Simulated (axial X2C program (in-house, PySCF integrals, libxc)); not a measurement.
# Potential curves of TmC, 2c

Calculated with an in-house all-electron X2C program for linear molecules (integrals from PySCF). Two-component (2c) means X2C with spin–orbit coupling and atomic mean-field two-electron Coulomb and Gaunt terms. Basis: Tm dyall-cv3z [13s14p10d7f3g], C dyall-v3z [7s6p2d1f] (cores contracted in-house); Gaussian nuclei, density fitting, unrestricted open shells. Masses: Tm 168.934 u, C 12.000 u.

State: Ω = 5/2 (⟨Sz⟩ = 1.30, ⟨Lz⟩ = 1.20 at PBE0). Energies in kJ/mol from the lowest point of each curve. Fits are polynomials in 1 − R0/R over 0.85 to 1.23 times the lowest point R0.

| R (Å) | PBE0 | HF |
| --- | --- | --- |
| 2.0288 | 44.31 | 92.24 |
| 2.1221 | 19.09 | 48.01 |
| 2.1921 | 7.72 | 26.03 |
| 2.2620 | 1.69 | 11.70 |
| 2.3320 | 0.00 | 3.48 |
| 2.4136 | 2.34 | 0.00 |
| 2.4952 | 8.17 | 1.55 |
| 2.6002 | 19.24 | 8.90 |
| 2.7284 | 36.04 | 23.30 |
| 2.9150 | 62.98 | 50.02 |
| 3.1715 | 98.57 | 90.09 |
| 3.4980 | 135.22 | 137.27 |

One determinant describes the state; a PBE0 search over occupations chose it and may have missed a lower one. Density functionals use the spin component along the axis (collinear). PBE0 can misorder states that lie within some tenths of an eV, so this need not be the ground state of the molecule. The nearest other spin-free determinant of the search, M_S = 5/2, Λ = 1, lies 0.14 eV up at the distance of the search. The functionals have no current-density term, which raises determinants with orbital currents, atoms included. With several unpaired electrons one determinant need not be a pure state. A state of lower Ω lies just above, and one determinant can place such states too high, so the state shown need not be the lowest. The search has Ω = 1/2 only 0.09 eV up. The determinant is spin-polarised beyond a pure state at some levels (its spin-free form has ⟨S²⟩ too high), which makes Re and μ there less reliable.

Problem. Fit the PBE0 curve near its minimum: give the equilibrium distance and the harmonic wavenumber.

Solution. At PBE0, 2c: Re = 2.328 Å, ωe ≈ 423 cm⁻¹; Be follows as 0.278 cm⁻¹.

Problem. What are Re and ωe at the HF level?

Solution. At HF, 2c: Re = 2.426 Å, ωe ≈ 425 cm⁻¹; Be follows as 0.256 cm⁻¹.
